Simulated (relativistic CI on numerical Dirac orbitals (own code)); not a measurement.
## Calculated levels, Eu59+

Method of calculation: Dirac-Coulomb-Breit CI, orbitals from a KLI potential per configuration, QED by a radiative potential, unscaled Slater integrals (own radial code, finite nucleus).

Configuration list (outside the closed core 1s2): 2s2, 2s.2p, 2p2, 2p.3s, 2p.3p, 2s.3s, 2s.3p, 2s.3d, 2s.4s, 2s.4p, 2s.4d, 2s.4f, 3s2, 3s.3p, 3p2. Levels of other configurations are missing.

| No. | Configuration | Term | J | E (eV) | % | Next component (%) | Lifetime (s) |
| --- | --- | --- | --- | --- | --- | --- | --- |
| 1 | 2s2 | 1S | 0 | 0.00 | 98 | 1 2p2 1S |  |
| 2 | 2s.2p | 3P° | 0 | 131.61 | 100 |  |  |
| 3 | 2s.2p | 3P° | 1 | 160.09 | 73 | 27 1P° | 2.96e-10 |
| 4 | 2p2 | 3P | 0 | 377.54 | 69 | 29 1S | 1.83e-11 |
| 5 | 2s.2p | 3P° | 2 | 850.46 | 100 |  | 6.09e-10 |
| 6 | 2s.2p | 1P° | 1 | 926.24 | 73 | 27 3P° | 3.95e-13 |
| 7 | 2p2 | 3P | 1 | 1060.83 | 100 |  | 5.19e-13 |
| 8 | 2p2 | 1D | 2 | 1078.20 | 64 | 36 3P | 5.89e-13 |
| 9 | 2p2 | 3P | 2 | 1790.17 | 64 | 36 1D | 2.85e-13 |
| 10 | 2p2 | 1S | 0 | 1847.44 | 69 | 30 3P | 2.36e-13 |
| 11 | 2s.3s | 3S | 1 | 7615.84 | 100 |  | 6.29e-15 |
| 12 | 2s.3s | 1S | 0 | 7642.65 | 99 | 1 2p.3p 1S | 9.27e-15 |
| 13 | 2s.3p | 3P° | 0 | 7679.23 | 100 |  | 7.21e-13 |
| 14 | 2s.3p | 3P° | 1 | 7680.05 | 67 | 32 1P° | 4.38e-15 |
| 15 | 2p.3s | 3P° | 0 | 7781.79 | 100 |  | 9.69e-15 |
| 16 | 2p.3s | 3P° | 1 | 7781.82 | 65 | 32 1P° | 7.80e-15 |
| 17 | 2p.3p | 3D | 1 | 7819.69 | 73 | 22 1P | 2.12e-15 |
| 18 | 2p.3p | 3P | 0 | 7863.22 | 68 | 31 1S | 2.69e-15 |
| 19 | 2s.3p | 3P° | 2 | 7891.00 | 100 |  | 6.40e-13 |
| 20 | 2s.3p | 1P° | 1 | 7899.20 | 67 | 31 3P° | 2.71e-15 |
| 21 | 2s.3d | 3D | 1 | 7920.72 | 98 | 1 2p.3p 3D | 1.21e-15 |
| 22 | 2s.3d | 3D | 2 | 7924.64 | 75 | 25 1D | 1.02e-15 |
| 23 | 2s.3d | 3D | 3 | 7979.21 | 100 |  | 1.13e-15 |
| 24 | 2s.3d | 1D | 2 | 7992.97 | 73 | 24 3D | 1.23e-15 |
| 25 | 2p.3p | 3P | 1 | 8049.75 | 48 | 30 3S | 3.87e-15 |
| 26 | 2p.3p | 3D | 2 | 8052.75 | 51 | 30 1D | 3.52e-15 |
| 27 | 2p.3s | 3P° | 2 | 8510.67 | 100 |  | 1.10e-14 |
| 28 | 2p.3s | 1P° | 1 | 8519.45 | 67 | 33 3P° | 6.27e-15 |
| 29 | 2p.3p | 3P | 1 | 8566.68 | 52 | 27 3S | 2.90e-15 |
| 30 | 2p.3p | 3D | 2 | 8568.63 | 47 | 34 1D | 2.84e-15 |

Energies count from the lowest computed level; ° marks odd parity; lifetimes are radiative, by E1, M1, E2, M2 decay to levels of this space only; some are left blank where a channel outside the calculation adds to the decay or the decay crosses a small, uncertain gap.

The mean weight of the leading LS term, summed over parents, in these 30 levels is 79 %, and that of the leading jj configuration (from the same eigenvectors) 99 %, so jj coupling describes them better and the LS labels are nominal.

At this charge energies of transitions that change n are usually good to better than 1 %, and those within a shell (Δn = 0) to a few per cent.

LS names give the leading component of a level, which can be under half, so a name can repeat, a term be missing and a line seem to break the LS rules.
